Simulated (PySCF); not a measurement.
## Spin states and ions at one geometry of [TlI2]+

PySCF 2.14.0, RKS TPSS, Tl def2-SVP with ECP60, I def2-SVP with ECP28; non-relativistic Hamiltonian with scalar-relativistic core potentials where named; density fitting; no spin-orbit coupling; singlets restricted, open shells unrestricted. The geometry is relaxed for charge +1, singlet, vacuum:

```xyz
3

Tl    0.0000    0.0000    0.0000
I     0.0000    0.0000    2.6503
I     0.0000    0.0000   -2.6503
```

Energies count from the relaxed state; an electron taken off or put on is at rest in vacuum. Charges and spins are Mulliken's.

Q: Order these states by energy, lowest first.
A. charge +2, doublet, vacuum
B. charge +1, triplet, vacuum
C. charge +1, singlet, vacuum
D. charge 0, doublet, vacuum

A: D (-7.33 eV), C (0.00 eV), B (1.80 eV), A (14.40 eV).

Q: How do charge and spin on the first atom follow?

A: 
```
                     state  spin squared  charge on Tl1 (e)  spin on Tl1 (e)  dipole about the centre of mass (D)
charge +1, singlet, vacuum          0.00               0.58             0.00                                 0.00
charge +1, triplet, vacuum          2.00               0.46             0.23                                 0.00
charge +2, doublet, vacuum          0.75               0.72            -0.04                                 0.00
 charge 0, doublet, vacuum          0.75               0.33             0.25                                 0.00
```

With an electron taken off (doublet) the charges change, summed by element, by Tl +0.13 e, I +0.87 e. The vertical ionisation energy is 14.40 eV, against −ε(HOMO) = 11.82 eV of the relaxed state. The level lies 2.6 eV too high, as is usual for semilocal functionals and global hybrids, which keep a self-interaction error.

With an electron put on (doublet) the charges change, summed by element, by Tl -0.25 e, I -0.75 e. The vertical electron affinity is 7.33 eV, against −ε(LUMO) = 9.91 eV of the relaxed state.

Open shells may have lower solutions than those found.

No frequency check is given that shows the relaxed geometry to be a minimum.
